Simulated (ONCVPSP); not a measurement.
**u(r) = r·R(r): atom against pseudo-atom (In)**

Columns: radius, all-electron u(r) and pseudo u(r) of the 4p shell (level -78.57 eV) of indium in the configuration [Ar] 3d10 4s2 4p6 4d10 5s1.75 5p1.25; PBE, scalar-relativistic, ONCV scheme, ONCVPSP 4.0.1.

| r (bohr) | all-electron | pseudo |
| --- | --- | --- |
| 0.090 | 0.3481 | 0.0368 |
| 0.180 | -0.3985 | 0.1417 |
| 0.270 | -0.6470 | 0.2999 |
| 0.360 | -0.3265 | 0.4895 |
| 0.450 | 0.1875 | 0.6858 |
| 0.540 | 0.6495 | 0.8645 |
| 0.630 | 0.9702 | 1.0063 |
| 0.720 | 1.1431 | 1.0981 |
| 0.810 | 1.1960 | 1.1351 |
| 0.900 | 1.1661 | 1.1205 |
| 0.990 | 1.0854 | 1.0629 |
| 1.080 | 0.9785 | 0.9743 |
| 1.170 | 0.8623 | 0.8678 |
| 1.260 | 0.7472 | 0.7549 |
| 1.350 | 0.6392 | 0.6450 |
| 1.440 | 0.5416 | 0.5445 |
| 1.530 | 0.4554 | 0.4562 |
| 1.620 | 0.3806 | 0.3806 |
| 1.710 | 0.3164 | 0.3164 |
| 1.800 | 0.2621 | 0.2621 |
| 1.890 | 0.2164 | 0.2164 |
| 1.980 | 0.1782 | 0.1782 |
| 2.070 | 0.1464 | 0.1464 |
| 2.160 | 0.1200 | 0.1200 |
| 2.250 | 0.0983 | 0.0982 |
| 2.340 | 0.0803 | 0.0803 |

Question: How many radial nodes do the two functions have?

Answer: The all-electron 4p function has n − l − 1 = 2; the pseudo-wave has 0, since the states of the same l below it are removed with the core.

Question: At about which radius was the pseudo-wave matched?

Answer: 1.75 bohr. The columns agree to 0.0005 from 1.62 bohr on; several derivatives are matched, so the curves merge somewhat inside the radius.

Question: Is the pseudo-wave norm-conserving?

Answer: Yes: the ONCV scheme keeps the norm inside the radius equal to the all-electron one, which fixes the energy derivative of the logarithmic derivative at the level.
